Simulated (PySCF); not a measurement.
W(O)2(F)2 cation (F2O2W), SMILES [O]=[W](=[O])([F])[F] (connectivity only; charge and spin as stated), charge +1, multiplicity 2. Coordinates come from a B3LYP-D3(BJ)/def2-SVP optimisation. The spin state was assumed, not searched. The isomer is the one that the SMILES or the coordinates give; other isomers of the formula were not compared. The def2 effective core potentials stand for the cores of W; spin–orbit coupling is left out.

Level of theory: B3LYP-D3(BJ)/def2-SVP in PySCF.

Harmonic wavenumbers (cm⁻¹): 165, 185, 238, 244, 262, 362, 776, 791, 962. Rotational constants (GHz): 3.881, 3.464, 2.980; symmetry number 2.

Q: Work out the zero-point energy and the ideal-gas rigid-rotor harmonic-oscillator thermochemistry at 298.15 K and 1 atm.

A: ZPE = ½ Σ hcν = ½ × 3985 cm⁻¹ = 23.83 kJ/mol. H − E(el) = 42.23 kJ/mol. Entropy in J/(mol K): translation 177.80, rotation 105.06, vibration 48.87, spin 5.76, total 337.48. G − E(el) = -58.39 kJ/mol. Cp = 85.02 J/(mol K).
